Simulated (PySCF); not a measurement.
PySCF input file for C4H4ClF, SMILES C(/F)=C/C(Cl)=C, PBE-D3(BJ)/def2-SVP. The structure is a stationary point at PBE-D3(BJ)/def2-SVP. The structure was generated by enumeration; whether it is a known compound was not checked. One conformer was computed; it need not be the lowest.

```python
import numpy as np
from pyscf import gto, scf, dft, df
from pyscf.hessian import thermo

mol = gto.M(
    atom='''
    C     1.09266241    2.00727798    0.00000000
    C     0.46260546    0.80805842   -0.00000000
    Cl   -1.29090991    0.77261286    0.00000000
    C     1.17393446   -0.46342196   -0.00000000
    C     0.71616381   -1.73532155    0.00000000
    F    -0.56841132   -2.09460195   -0.00000000
    H     0.52872789    2.94937054   -0.00000000
    H     2.19195149    2.04767306   -0.00000000
    H     2.27196863   -0.37578754    0.00000000
    H     1.39632553   -2.60381435   -0.00000000
    ''',
    basis='def2-SVP',
    charge=0,
    spin=0,
    max_memory=1600,
    verbose=3,
)
mf = dft.RKS(mol, xc='pbe').density_fit(auxbasis='def2-universal-jkfit')
mf.disp = 'd3bj'
mf.grids.level = 3
mf.conv_tol = 1e-11
mf.max_cycle = 100
mf.kernel()

# [left out here: the lines that compute and print the analytic Hessian (its translational invariance restored by hand, since the grid's response is missing), thermochemistry and intensities]
```

Output:

```
converged SCF energy = -714.013510274773

WARN: DFTD3 does not support analytical Hessian, using finite difference


WARN: Mole.unit (angstrom) is changed to Bohr

Mode                                 0                   1                   2
Irrep
Freq [cm^-1]                       67.1903            170.6652            311.9398
Reduced mass [au]                   4.5988             14.5656              9.2066
Force const [Dyne/A]                0.0122              0.2500              0.5278
Char temp [K]                      96.6719            245.5492            448.8119
Normal mode                   x     y     z       x     y     z       x     y     z
       0   C                -0.00 -0.00  0.13    0.02 -0.02  0.00   -0.00  0.11 -0.00
       1   C                 0.00 -0.00 -0.00   -0.03  0.00 -0.00    0.04  0.09  0.00
       2  Cl                 0.00  0.00 -0.05   -0.03  0.10 -0.00    0.07 -0.04 -0.00
       3   C                 0.00 -0.00 -0.12   -0.04 -0.01 -0.00   -0.06  0.04  0.00
       4   C                 0.00 -0.00 -0.06    0.03 -0.03  0.00   -0.08  0.03 -0.00
       5   F                -0.00  0.00  0.13    0.07 -0.15  0.00   -0.05 -0.12  0.00
       6   H                -0.00 -0.00  0.21    0.07  0.00  0.00   -0.05  0.09 -0.00
       7   H                -0.00  0.00  0.16    0.02 -0.07  0.00   -0.00  0.17 -0.00
       8   H                 0.00 -0.00 -0.25   -0.05  0.02 -0.00   -0.05 -0.05 -0.00
       9   H                -0.00 -0.00 -0.17    0.11  0.02 -0.00   -0.02  0.08 -0.00
Mode                                 3                   4                   5
Irrep
Freq [cm^-1]                      321.5542            379.3569            589.5140
Reduced mass [au]                   2.9811              2.8145              3.7651
Force const [Dyne/A]                0.1816              0.2386              0.7709
Char temp [K]                     462.6449            545.8102            848.1794
Normal mode                   x     y     z       x     y     z       x     y     z
       0   C                -0.00  0.00  0.06    0.16 -0.03  0.00   -0.00 -0.00 -0.03
       1   C                 0.00  0.00 -0.14   -0.03  0.06 -0.00   -0.00 -0.00  0.20
       2  Cl                 0.00 -0.00  0.02   -0.04 -0.05 -0.00    0.00  0.00 -0.02
       3   C                -0.00  0.00 -0.12   -0.05  0.07 -0.00   -0.00 -0.00 -0.12
       4   C                -0.00  0.00  0.14   -0.01  0.06  0.00    0.00 -0.00  0.09
       5   F                -0.00 -0.00 -0.04    0.01 -0.00  0.00    0.00  0.00 -0.03
       6   H                -0.00  0.00  0.26    0.40  0.11  0.00   -0.00 -0.00  0.02
       7   H                -0.00  0.00  0.05    0.17 -0.30  0.00   -0.00  0.00 -0.35
       8   H                -0.00 -0.00  0.00   -0.05  0.08 -0.00   -0.00  0.00 -0.25
       9   H                -0.00  0.00  0.46    0.03  0.10  0.00    0.00 -0.00  0.12
Mode                                 6                   7                   8
Irrep
Freq [cm^-1]                      627.0818            657.8487            758.2844
Reduced mass [au]                   6.1206              1.0939              6.7982
Force const [Dyne/A]                1.4181              0.2789              2.3031
Char temp [K]                     902.2311            946.4979           1091.0024
Normal mode                   x     y     z       x     y     z       x     y     z
       0   C                -0.07 -0.10  0.00    0.00  0.00  0.00   -0.02 -0.08  0.00
       1   C                -0.13 -0.04 -0.00    0.00 -0.00 -0.01    0.04 -0.07  0.00
       2  Cl                 0.09  0.01  0.00   -0.00  0.00 -0.01   -0.02  0.01  0.00
       3   C                -0.09  0.06  0.00    0.00 -0.00  0.04    0.15  0.07 -0.00
       4   C                -0.00  0.05 -0.00    0.00  0.00 -0.06   -0.06  0.15 -0.00
       5   F                 0.02  0.01 -0.00   -0.00 -0.00  0.02   -0.04 -0.06 -0.00
       6   H                 0.02 -0.05 -0.00   -0.00 -0.00  0.62   -0.07 -0.11 -0.00
       7   H                -0.07 -0.24 -0.00    0.00  0.00 -0.64   -0.02 -0.04 -0.00
       8   H                -0.10  0.15  0.00    0.00 -0.00  0.33    0.16 -0.00  0.00
       9   H                 0.05  0.09  0.00   -0.00 -0.00  0.08   -0.05  0.17  0.00
Mode                                 9                  10                  11
Irrep
Freq [cm^-1]                      774.6846            828.3362            888.2267
Reduced mass [au]                   1.3641              1.3920              1.8637
Force const [Dyne/A]                0.4823              0.5628              0.8663
Char temp [K]                    1114.5987           1191.7914           1277.9605
Normal mode                   x     y     z       x     y     z       x     y     z
       0   C                -0.00 -0.00 -0.01   -0.00 -0.00 -0.15    0.08 -0.07  0.00
       1   C                 0.00 -0.00 -0.06   -0.00 -0.00  0.06    0.07 -0.04 -0.00
       2  Cl                -0.00 -0.00 -0.00    0.00  0.00 -0.00   -0.01 -0.00 -0.00
       3   C                 0.00  0.00  0.08    0.00  0.00 -0.00   -0.12  0.02 -0.00
       4   C                -0.00  0.00  0.11    0.00  0.00 -0.02   -0.03  0.05 -0.00
       5   F                -0.00 -0.00 -0.03   -0.00  0.00  0.00    0.05  0.02  0.00
       6   H                -0.00 -0.00  0.31   -0.00 -0.00  0.59   -0.38 -0.34 -0.00
       7   H                -0.00 -0.00 -0.12   -0.00  0.00  0.58    0.06  0.43 -0.00
       8   H                 0.00 -0.00 -0.55    0.00  0.00 -0.00   -0.13 -0.00 -0.00
       9   H                -0.00  0.00 -0.55    0.00  0.00  0.10    0.08  0.14  0.00
Mode                                12                  13                  14
Irrep
Freq [cm^-1]                      894.3877           1038.6456           1202.9303
Reduced mass [au]                   1.2624              2.1243              2.3402
Force const [Dyne/A]                0.5950              1.3502              1.9952
Char temp [K]                    1286.8247           1494.3798           1730.7488
Normal mode                   x     y     z       x     y     z       x     y     z
       0   C                 0.00 -0.00 -0.01    0.07 -0.02  0.00    0.06 -0.02  0.00
       1   C                -0.00 -0.00  0.01   -0.07  0.02 -0.00   -0.17  0.08 -0.00
       2  Cl                 0.00 -0.00  0.00    0.00 -0.00 -0.00    0.01 -0.00  0.00
       3   C                -0.00  0.00 -0.10    0.05  0.05 -0.00    0.07 -0.03  0.00
       4   C                -0.00  0.00  0.09    0.11 -0.05  0.00   -0.05  0.01 -0.00
       5   F                 0.00  0.00 -0.00   -0.10 -0.03  0.00    0.04 -0.00  0.00
       6   H                -0.00 -0.00  0.01   -0.16 -0.15 -0.00   -0.12 -0.12 -0.00
       7   H                 0.00  0.00  0.07    0.05  0.28 -0.00    0.05  0.27 -0.00
       8   H                -0.00  0.00  0.63    0.01  0.53 -0.00    0.10 -0.43 -0.00
       9   H                 0.00  0.00 -0.61    0.00 -0.14 -0.00   -0.24 -0.15  0.00
Mode                                15                  16                  17
Irrep
Freq [cm^-1]                     1254.5360           1324.8304           1390.3917
Reduced mass [au]                   1.4184              1.2017              1.5818
Force const [Dyne/A]                1.3152              1.2427              1.8017
Char temp [K]                    1804.9980           1906.1359           2000.4641
Normal mode                   x     y     z       x     y     z       x     y     z
       0   C                 0.00 -0.01  0.00    0.00  0.01 -0.00   -0.03 -0.03 -0.00
       1   C                -0.01  0.03 -0.00   -0.06 -0.08  0.00    0.04 -0.06  0.00
       2  Cl                -0.00  0.00 -0.00    0.00  0.00  0.00   -0.00  0.00 -0.00
       3   C                -0.01  0.01 -0.00    0.02 -0.06  0.00   -0.06  0.10 -0.00
       4   C                 0.12  0.00  0.00   -0.04  0.01 -0.00    0.10  0.04  0.00
       5   F                -0.08  0.00  0.00   -0.00  0.01 -0.00   -0.02 -0.02 -0.00
       6   H                -0.10 -0.07 -0.00    0.46  0.30  0.00    0.30  0.17  0.00
       7   H                -0.00 -0.07 -0.00   -0.00  0.57  0.00   -0.04  0.28  0.00
       8   H                 0.04 -0.57 -0.00   -0.00  0.10  0.00   -0.03 -0.33  0.00
       9   H                 0.50  0.30 -0.00    0.31  0.28 -0.00   -0.40 -0.35  0.00
Mode                                18                  19                  20
Irrep
Freq [cm^-1]                     1600.1381           1691.0568           3095.9811
Reduced mass [au]                   5.6587              7.7083              1.0608
Force const [Dyne/A]                8.5365             12.9875              5.9907
Char temp [K]                    2302.2425           2433.0543           4454.4275
Normal mode                   x     y     z       x     y     z       x     y     z
       0   C                 0.08  0.16 -0.00   -0.02 -0.03 -0.00   -0.04 -0.05 -0.00
       1   C                -0.07 -0.17  0.00    0.01  0.08  0.00    0.00  0.01  0.00
       2  Cl                 0.00  0.00  0.00   -0.00 -0.00  0.00    0.00 -0.00  0.00
       3   C                -0.02 -0.04 -0.00   -0.03 -0.19  0.00    0.01  0.00  0.00
       4   C                 0.04  0.07  0.00    0.09  0.15  0.00   -0.00  0.00 -0.00
       5   F                -0.01 -0.01 -0.00   -0.02 -0.01 -0.00   -0.00 -0.00 -0.00
       6   H                -0.20  0.02  0.00    0.04 -0.01  0.00   -0.31  0.50  0.00
       7   H                 0.11 -0.19  0.00   -0.03  0.03  0.00    0.76  0.02  0.00
       8   H                -0.03 -0.04 -0.00   -0.07  0.13 -0.00   -0.12 -0.01  0.00
       9   H                -0.09 -0.02 -0.00   -0.16  0.00 -0.00    0.04 -0.05 -0.00
Mode                                21                  22                  23
Irrep
Freq [cm^-1]                     3108.6380           3126.6546           3207.8718
Reduced mass [au]                   1.0854              1.0978              1.1183
Force const [Dyne/A]                6.1797              6.3229              6.7802
Char temp [K]                    4472.6380           4498.5598           4615.4133
Normal mode                   x     y     z       x     y     z       x     y     z
       0   C                 0.00  0.01 -0.00    0.00  0.00 -0.00    0.08 -0.05  0.00
       1   C                -0.00 -0.00 -0.00   -0.00  0.00  0.00    0.00  0.00 -0.00
       2  Cl                -0.00  0.00  0.00   -0.00  0.00  0.00   -0.00 -0.00 -0.00
       3   C                 0.06  0.00  0.00    0.06  0.01  0.00    0.00  0.00 -0.00
       4   C                -0.03  0.04  0.00    0.03 -0.05 -0.00   -0.00 -0.00 -0.00
       5   F                -0.00 -0.00 -0.00   -0.00  0.00 -0.00   -0.00 -0.00  0.00
       6   H                 0.05 -0.08 -0.00    0.01 -0.03  0.00   -0.38  0.64 -0.00
       7   H                -0.10 -0.00 -0.00   -0.02 -0.00  0.00   -0.57 -0.03 -0.00
       8   H                -0.69 -0.06 -0.00   -0.64 -0.06  0.00   -0.01  0.00 -0.00
       9   H                 0.40 -0.51 -0.00   -0.42  0.55  0.00   -0.00  0.00 -0.00
temperature 298.1500 [K]
pressure 101325.00 [Pa]
Rotational constants [GHz] 4.34274 2.30316 1.50499
Symmetry number 1
Zero-point energy (ZPE) 0.06677 [Eh]   175317.188 [J/mol]
                           tot       elec      trans        rot        vib
Entropy [J/mol/K]       335.201      0.000    166.968    114.890     53.343
Cv [J/mol/K]             90.547      0.000     12.472     12.472     65.603
Cp [J/mol/K]             98.861      0.000     20.786     12.472     65.603
Internal energy [J/mol]                      3718.434   3718.434 184306.115
Internal energy [Eh]   -713.94048  -714.01351
Enthalpy [J/mol]                             6197.391   3718.434 184306.115
Enthalpy [Eh]          -713.93954
Gibbs free energy [J/mol]                  -43584.219 -30535.883 168401.900
Gibbs free energy [Eh] -713.97760
mode   freq/cm-1   IR/(km/mol)
   1       67.19         0.606
   2      170.67         0.731
   3      311.94         1.797
   4      321.55         9.887
   5      379.36         3.030
   6      589.51         1.736
   7      627.08        21.693
   8      657.85         1.767
   9      758.28         6.523
  10      774.68        14.738
  11      828.34        44.591
  12      888.23         4.078
  13      894.39         0.159
  14     1038.65        36.892
  15     1202.93        83.643
  16     1254.54        53.734
  17     1324.83         3.780
  18     1390.39        40.576
  19     1600.14         5.892
  20     1691.06       120.093
  21     3095.98         1.533
  22     3108.64         1.088
  23     3126.65         7.940
  24     3207.87         0.864
max |gradient| / (hartree/bohr): 0.00010738858030894648
APT charges: [-0.2632  0.4554 -0.267  -0.2008  0.5284 -0.4499  0.0719  0.0486  0.0364
  0.0403]
```

Self-consistency was reached.
